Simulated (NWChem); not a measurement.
System: AlH2Cl; SMILES [AlH2][Cl]

Results from NWChem. Medium grid unless said otherwise, to which SCAN and Minnesota functionals are sensitive. Geometry: optimised at PBE-D3(BJ)/def2-SVP. Hybrids' shares of exact exchange are those that their runs print; pure functionals count as 0. The functionals differ in more than this share.

```
row                  share of exact exchange  highest occupied level (eV)
-------------------  -----------------------  ---------------------------
PBE/def2-TZVP                           0.00                        -7.27
BP86/def2-TZVP                          0.00                        -7.39
B3LYP/def2-TZVP                         0.20                        -8.36
PW6B95/def2-TZVP                        0.28                        -8.65
MPW1K/def2-TZVP                         0.43                        -9.55
MN15/def2-TZVP                          0.44                        -9.27
BHandHLYP/def2-TZVP                     0.50                     withheld
```

Task: Fit a straight line of the last column on the one before it, predict the withheld value, and compare with the run.

Result: 
1. Means of the 6 shown rows: x = 0.225, y = -8.415. Slope Σ(x − x̄)(y − ȳ)/Σ(x − x̄)² = -0.9191/0.1931 = -4.758; intercept -7.344.
2. The shown rows scatter about the line by 0.105 (root mean square); the largest residual is +0.17, at MN15/def2-TZVP.
3. At x = 0.50 (BHandHLYP/def2-TZVP; beyond the shown range) the line gives -9.72.
4. The run gives -9.80, -0.08 from the line, 0.8 times the scatter.
